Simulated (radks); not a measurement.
Results of a calculation; reference values are marked as such.
All-electron atom: the nickel ion Ni19+ in [He] 2s2 2p5.

Code: a radial shooting solver on a logarithmic mesh with Libxc functionals. Model: scalar-relativistic Kohn-Sham, exchange-only LDA, spin-polarised, spherical densities, point nucleus; open shells are filled with parallel spins first.

Energy parts (eV):
| part | energy |
|---|---|
| total | -35096.871 |
| kinetic | 35672.562 |
| electron-nucleus | -75723.252 |
| Hartree | 5959.742 |
| exchange | -1005.924 |

Orbitals (lengths in bohr, moments of r in powers of bohr; r(max) is where P^2 peaks; r(90%) holds 90 % of the orbital's charge):
orbital  occ.  eigenvalue (eV)       <r^4>   r(max)  r(90%)     <r^2>
1s up       1        -9020.704  0.00003975  0.03545  0.0966  0.003936
1s down     1        -9015.252  0.00003968  0.03544  0.0966  0.003933
2s up       1        -1723.675    0.007460   0.2014   0.366   0.06635
2s down     1        -1715.800    0.007519   0.2016   0.367   0.06659
2p up       3        -1603.138    0.005303   0.1609   0.336   0.05208
2p down     2        -1593.796    0.005364   0.1611   0.337   0.05235

The highest occupied level is 2p down at -1593.8 eV. Spin moment in Bohr magnetons: 1. The density falls to 0.001 e/bohr^3 at r = 0.80 bohr.
